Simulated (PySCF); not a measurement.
Si(Me)2(OH)2 (C2H8O2Si), SMILES C[Si](C)(O)O.

Geometry optimised at B3LYP-D3(BJ)/def2-SVP. Other conformers were not sampled.

Vertical ionisation energy (IE) and electron affinity (EA) in eV. Rows of orbital energies are one-electron estimates. Where ΔSCF, EOM or ADC give a negative EA the extra electron is unbound and the value depends on the basis.

| level | IE | EA |
|---|---|---|
| −ε(HOMO), −ε(LUMO), r2SCAN/def2-TZVP (PySCF) | 7.03 | -0.44 |
| −ε(HOMO), −ε(LUMO), PBE/def2-TZVP (PySCF) | 6.70 | 0.29 |
